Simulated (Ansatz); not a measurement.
Born–Oppenheimer molecular dynamics of BH9N2Si (13 atoms, charge 0, multiplicity 1). It starts at the highest image of a converged band, a first-order saddle point between two minima.

All numbers below come from RKS CAM-B3LYP/6-31G* (Ansatz).

```yaml
ensemble: NVE (velocity Verlet)
time_step: 0.5 fs
steps_asked: 200
starting_velocities_drawn_for: 300 K
seed: 4625
```

First frame:

```xyz
13
Properties=species:S:1:pos:R:3
B 0.048 0.370 0.397
N -0.121 -0.394 1.782
H -0.914 -1.023 1.865
H 0.707 -0.846 2.158
H 1.173 0.292 -0.034
H -0.829 0.112 -0.387
N -0.211 1.818 1.105
H -1.113 2.223 0.871
Si 1.127 2.958 1.151
H 2.247 2.300 1.863
H 1.570 3.365 -0.205
H 0.722 4.179 1.895
H -0.292 0.909 2.002
```

Question: How far do the bonds stretch over the last three quarters of this one trajectory? (Pairs bonded in most of those frames.)

Answer: 
```
   bond  mean (Å)  spread (Å)  shortest  longest
  B1–H5     1.209       0.023      1.17     1.25
  B1–H6     1.205       0.012      1.18     1.22
  B1–N7     1.448       0.033      1.40     1.50
  N2–H3     1.021       0.022      0.98     1.06
  N2–H4     1.019       0.021      0.98     1.05
 N2–H13     1.026       0.047      0.95     1.10
  N7–H8     1.016       0.022      0.98     1.05
 N7–Si9     1.731       0.045      1.67     1.80
Si9–H10     1.490       0.016      1.46     1.52
Si9–H11     1.502       0.065      1.40     1.60
Si9–H12     1.492       0.013      1.47     1.52
```

Mean temperature of the second half: 419 K. The conserved energy stayed within 0.21 meV per atom of its start (net change -0.0077 meV per atom), so the integration is sound. The kinetic energy rose, since the run started high on the potential surface and went downhill. It ends in pieces (BH6NSi + H3N), so much of that is their flight and rotation, not heat. A run of 0.1 ps of so small a system gives no equilibrium averages. The orbitals stay closed-shell, which can raise the energy where a bond breaks towards radicals; this wasn't checked here.

Run time: 8.2 min on 2 threads of Arm Neoverse V1, on a shared host, peak memory 0.19 GiB.
